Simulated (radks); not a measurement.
Task: Valence configurations of Cl I (all share [Ne]). Calculated with a radial shooting solver on a logarithmic mesh with Libxc functionals: Dirac Kohn-Sham, LDA (Slater exchange, Perdew-Wang correlation), spin-unpolarised, spherical densities, finite nucleus; open shells fill j = l - 1/2 first; Fermi nuclear charge, rms radius 3.3654 fm. Order these by energy: 3s1 3p6; 3s1.5 3p5.5; 3s2 3p5.

Result: From the lowest, in eV above it: 3s2 3p5 0.000; 3s1.5 3p5.5 6.031; 3s1 3p6 12.092. NIST lists [Ne] 3s2 3p5 as the ground configuration; this level of theory agrees among the configurations tried. The energies are those of spherical spin-averaged densities, not of single terms.
